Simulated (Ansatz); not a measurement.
BODIPY, `CC1=CC(C)=[N+]2C1=Cc1c(C)cc(C)n1[B-]2(F)F`, 33 atoms. Hardware: 2 threads of AMD EPYC 7R13 on a shared host and a share (18 GiB) of an NVIDIA H100 80GB HBM3.

Correlated methods freeze 18 core orbitals. Single mean-field runs in def2-TZVP are fitted with def2-universal-jkfit.

(1) How many basis functions does each of these Ansatz runs have, and roughly what does it cost? HF/STO-3G, charge 0 singlet, energy; PBE-D4/def2-TZVP, charge 1 doublet, energy, from earlier orbitals; CAM-B3LYP-D4/def2-TZVP, charge 0 singlet, energy, from earlier orbitals; B3LYP-D4/def2-TZVP, charge 1 doublet at the geometry of the charge 0 singlet, energy, from earlier orbitals; B3LYP-D4/def2-TZVP, charge 0 singlet, energy, from earlier orbitals; PBE-D4/def2-TZVP, charge -1 doublet at the geometry of the charge 0 singlet, energy, from earlier orbitals; PBE0-D4/def2-TZVP, charge 0 singlet, energy and forces, from earlier orbitals; PBE0-D4/def2-TZVP, charge -1 doublet at the geometry of the charge 0 singlet, energy; PBE-D4/def2-TZVP, charge 1 doublet at the geometry of the charge 0 singlet, energy, from earlier orbitals; PBE-D4/def2-SVP, charge 1 doublet, relaxation, 11 steps; CCSD(T)/def2-SVP, charge 0 singlet, energy, from earlier orbitals; RPA@PBE/def2-SVP, charge 0 singlet, energy, from earlier orbitals.

Results:

(1) Other jobs shared the machine, so times can vary by a factor of up to 3.

```json
{"run": "HF/STO-3G, charge 0 singlet, energy", "functions": "105", "fitting or Cholesky vectors": "1517", "wall time": "1.7 s", "peak host memory (GiB)": "0.78"}
{"run": "B3LYP-D4/def2-TZVP, charge 0 singlet, energy, from earlier orbitals", "functions": "648", "fitting or Cholesky vectors": "1628", "wall time": "3.3 s", "peak host memory (GiB)": "1"}
{"run": "PBE0-D4/def2-TZVP, charge 0 singlet, energy and forces, from earlier orbitals", "functions": "648", "fitting or Cholesky vectors": "1628", "wall time": "4.3 s", "peak host memory (GiB)": "1.2"}
{"run": "CAM-B3LYP-D4/def2-TZVP, charge 0 singlet, energy, from earlier orbitals", "functions": "648", "fitting or Cholesky vectors": "1628", "wall time": "4.5 s", "peak host memory (GiB)": "1"}
{"run": "PBE-D4/def2-TZVP, charge 1 doublet at the geometry of the charge 0 singlet, energy, from earlier orbitals", "functions": "648", "fitting or Cholesky vectors": "1628", "wall time": "5.5 s", "peak host memory (GiB)": "1.1"}
{"run": "PBE-D4/def2-TZVP, charge -1 doublet at the geometry of the charge 0 singlet, energy, from earlier orbitals", "functions": "648", "fitting or Cholesky vectors": "1628", "wall time": "5.5 s", "peak host memory (GiB)": "1.1"}
{"run": "B3LYP-D4/def2-TZVP, charge 1 doublet at the geometry of the charge 0 singlet, energy, from earlier orbitals", "functions": "648", "fitting or Cholesky vectors": "1628", "wall time": "6 s", "peak host memory (GiB)": "1.1"}
{"run": "RPA@PBE/def2-SVP, charge 0 singlet, energy, from earlier orbitals", "functions": "327", "fitting or Cholesky vectors": "3368", "wall time": "6 s", "peak host memory (GiB)": "1.7"}
{"run": "PBE-D4/def2-TZVP, charge 1 doublet, energy, from earlier orbitals", "functions": "648", "fitting or Cholesky vectors": "1628", "wall time": "7 s", "peak host memory (GiB)": "1.1"}
{"run": "PBE0-D4/def2-TZVP, charge -1 doublet at the geometry of the charge 0 singlet, energy", "functions": "648", "fitting or Cholesky vectors": "1628", "wall time": "8 s", "peak host memory (GiB)": "1.2"}
{"run": "CCSD(T)/def2-SVP, charge 0 singlet, energy, from earlier orbitals", "functions": "327", "fitting or Cholesky vectors": "3368", "wall time": "41 s", "peak host memory (GiB)": "3.2"}
{"run": "PBE-D4/def2-SVP, charge 1 doublet, relaxation, 11 steps", "functions": "327", "fitting or Cholesky vectors": "3718", "wall time": "43 s", "peak host memory (GiB)": "1"}
```
